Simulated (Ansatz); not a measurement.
Basis sets compared for Si₇ (the lowest singlet isomer of a short search). Charge 0, multiplicity 1. Geometry r2SCAN-D4/def2-SVP. Ansatz on 4 threads of Intel Xeon 6975P-C on a shared host; times are rough, and most runs start from earlier orbitals.

```xyz
7

Si   -0.1491   -1.2166    1.7363
Si   -1.0454   -1.7734   -0.5284
Si    0.7381    1.8479   -0.7466
Si    1.0942   -0.5566   -0.2959
Si    0.9529    1.0217    1.6016
Si   -1.0940    0.5567    0.2960
Si   -0.4968    0.1203   -2.0629
```

The structure comes from a short search, and lower isomers may exist.

Binding counts from free atoms (Si triplet) in the same basis, without a counterpoise term.

```
                            level  functions  energy (Eh)  HOMO (eV)  LUMO (eV)  binding per atom (eV)  wall time
                  PBE-D4/def2-SVP        126   -2024.8267      -5.90      -3.75                   3.72     0.85 s
                 PBE-D4/def2-TZVP        259   -2025.5360      -5.75      -3.64                   3.79      2.1 s
r2SCAN-D4/def2-TZVP (with forces)        259   -2026.3341      -5.92      -3.64                   3.68      4.8 s
                 PBE0-D4/def2-SVP        126   -2024.9843      -6.72      -3.16                   3.58      1.2 s
                PBE0-D4/def2-TZVP        259   -2025.6902      -6.54      -3.02                   3.67      4.9 s
```

(1) Estimate the rows for PBE-D4/def2-TZVPD, r2SCAN-D4/def2-TZVPD, PBE0-D4/def2-TZVPD.

Results:

(1) 
```tsv
level	functions	energy (Eh)	HOMO (eV)	LUMO (eV)	binding per atom (eV)	wall time
PBE-D4/def2-TZVPD	301	-2025.5371	-5.76	-3.65	3.80	3.4 s
r2SCAN-D4/def2-TZVPD	301	-2026.3352	-5.92	-3.63	3.68	6.5 s
PBE0-D4/def2-TZVPD	301	-2025.6913	-6.55	-3.02	3.67	5.5 s
```
